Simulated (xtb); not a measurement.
GeI$_{4}$, charge -1, doublet, at a GFN2-xTB geometry (a state made from the parent by changing its charge; the spin is typed, not shown lowest); GFN2-xTB (xtb).

xtb was given this input:
```
$ xtb mol.xyz --gfn 2 --chrg -1 --uhf 1 --grad --json

# file mol.xyz
5

I     -1.01498190     2.44307870    -0.83070020
Ge    -0.00000000    -0.00000000    -0.00000000
I     -1.89317457    -1.98061983    -0.42652050
I      0.61477469     0.12473657     2.70099564
I      2.29338179    -0.58719544    -1.44377495
```

Write the output that xtb gives for this input, abridged.


```
   ID    Z sym.   atoms
    1   53 I      1, 3-5
    2   32 Ge     2

           -------------------------------------------------
          |                Calculation Setup                |
           -------------------------------------------------

           -------------------------------------------------
          |                 G F N 2 - x T B                 |
           -------------------------------------------------

          ...................................................
          :                      SETUP                      :
          :.................................................:
          :  # basis functions                  50          :
          :  # atomic orbitals                  45          :
          :  # shells                           15          :
          :  # electrons                        33          :
          :  max. iterations                   250          :
          :  Hamiltonian                  GFN2-xTB          :
          :  restarted?                      false          :
          :  GBSA solvation                  false          :
          :  PC potential                    false          :
          :  electronic temp.          300.0000000     K    :
          :  accuracy                    1.0000000          :
          :  -> integral cutoff          0.2500000E+02      :
          :  -> integral neglect         0.1000000E-07      :
          :  -> SCF convergence          0.1000000E-05 Eh   :
          :  -> wf. convergence          0.1000000E-03 e    :
          :  Broyden damping             0.4000000          :
          :  net charge                         -1          :
          :  unpaired electrons                  1          :
          ...................................................

 iter      E             dE          RMSdq      gap      omega  full diag
   1    -16.4139339 -0.164139E+02  0.207E+01    2.35       0.0  T
   2    -14.1627068  0.225123E+01  0.189E+01    4.69       1.0  T
   3    -17.0953956 -0.293269E+01  0.120E+01    2.91       1.0  T
   4    -17.6357443 -0.540349E+00  0.357E+00    4.82       1.0  T
   5    -17.6711501 -0.354058E-01  0.208E+00    4.69       1.0  T
   6    -17.6826250 -0.114749E-01  0.339E-01    4.54       1.0  T
   7    -17.6821345  0.490429E-03  0.378E-01    4.50       1.0  T
   8    -17.6825470 -0.412479E-03  0.142E-01    4.52       1.0  T
   9    -17.6825506 -0.357540E-05  0.135E-01    4.52       1.0  T
  10    -17.6826277 -0.771350E-04  0.620E-03    4.53       7.2  T
  11    -17.6826278 -0.645459E-07  0.121E-03    4.53      37.0  T
  12    -17.6826278 -0.556906E-08  0.425E-04    4.53     105.2  T
  13    -17.6826278 -0.696435E-09  0.166E-05    4.53    2700.3  T

   *** convergence criteria satisfied after 13 iterations ***

         :::::::::::::::::::::::::::::::::::::::::::::::::::::
         ::                     SUMMARY                     ::
         :::::::::::::::::::::::::::::::::::::::::::::::::::::
         :: total energy             -17.679470783813 Eh    ::
         :: gradient norm              0.000003597346 Eh/a0 ::
         :: HOMO-LUMO gap              4.528692476616 eV    ::
         ::.................................................::
         :: SCC energy               -17.682616328083 Eh    ::
         :: -> isotropic ES            0.070511313960 Eh    ::
         :: -> anisotropic ES         -0.003530712514 Eh    ::
         :: -> anisotropic XC         -0.012562863543 Eh    ::
         :: -> dispersion             -0.010092578093 Eh    ::
         :: repulsion energy           0.003145544270 Eh    ::
         :: add. restraining           0.000000000000 Eh    ::
         :: total charge              -0.999999999994 e     ::
         :::::::::::::::::::::::::::::::::::::::::::::::::::::

           -------------------------------------------------
          |                Property Printout                |
           -------------------------------------------------

    * Orbital Energies and Occupations

         #    Occupation            Energy/Eh            Energy/eV
      -------------------------------------------------------------
         1        2.0000           -0.6011232             -16.3574
       ...           ...                  ...                  ...
         5        2.0000           -0.5188715             -14.1192
         6        2.0000           -0.3160473              -8.6001
         7        2.0000           -0.3160473              -8.6001
         8        2.0000           -0.3160473              -8.6001
         9        2.0000           -0.2923764              -7.9560
        10        2.0000           -0.2923764              -7.9560
        11        2.0000           -0.2876489              -7.8273
        12        2.0000           -0.2876489              -7.8273
        13        2.0000           -0.2876489              -7.8273
        14        2.0000           -0.2831259              -7.7042
        15        2.0000           -0.2831259              -7.7042
        16        2.0000           -0.2831259              -7.7042
        17        1.0000           -0.2326236              -6.3300 (HOMO)
        18                         -0.0661972              -1.8013 (LUMO)
        19                         -0.0661972              -1.8013
        20                         -0.0661972              -1.8013
        21                          0.1451579               3.9499
        22                          0.1451579               3.9499
        23                          0.1561393               4.2488
        24                          0.1561393               4.2488
        25                          0.1561393               4.2488
        26                          0.1737407               4.7277
        27                          0.1737407               4.7277
        28                          0.1737407               4.7277
       ...                                ...                  ...
        45                          1.2527058              34.0879
      -------------------------------------------------------------
                  HL-Gap            0.1664264 Eh            4.5287 eV
             Fermi-level           -0.2034035 Eh           -5.5349 eV

     #   Z          covCN         q      C6AA      α(0)
     1  53 I        0.827    -0.351   398.408    34.457
     2  32 Ge       3.294     0.403   180.573    24.982
     3  53 I        0.827    -0.351   398.408    34.457
     4  53 I        0.827    -0.351   398.408    34.457
     5  53 I        0.827    -0.351   398.408    34.457

 Mol. C6AA /au·bohr⁶  :       8693.627479
 Mol. C8AA /au·bohr⁸  :     798821.580901
 Mol. α(0) /au        :        162.811562

Wiberg/Mayer (AO) data.
largest (>0.10) Wiberg bond orders for each atom

 ---------------------------------------------------------------------------
     #   Z sym  total        # sym  WBO       # sym  WBO       # sym  WBO
 ---------------------------------------------------------------------------
     1  53 I    0.975 --     2 Ge   0.724
     2  32 Ge   2.897 --     4 I    0.724     3 I    0.724     1 I    0.724
                             5 I    0.724
     3  53 I    0.975 --     2 Ge   0.724
     4  53 I    0.975 --     2 Ge   0.724
     5  53 I    0.975 --     2 Ge   0.724
 ---------------------------------------------------------------------------

Topologies differ in total number of bonds
Writing topology from bond orders to xtbtopo.mol

molecular dipole:
                 x           y           z       tot (Debye)
 q only:       -0.000      -0.000       0.000
   full:       -0.000      -0.000       0.000       0.000
molecular quadrupole (traceless):
                xx          xy          yy          xz          yz          zz
 q only:       -0.000       0.000      -0.000       0.000       0.000       0.000
  q+dip:       -0.000       0.000      -0.000      -0.000       0.000       0.000
   full:       -0.000       0.000      -0.000      -0.000       0.000       0.000

           -------------------------------------------------
          | TOTAL ENERGY              -17.679470783813 Eh   |
          | GRADIENT NORM               0.000003597346 Eh/α |
          | HOMO-LUMO GAP               4.528692476616 eV   |
           -------------------------------------------------

normal termination of xtb
```
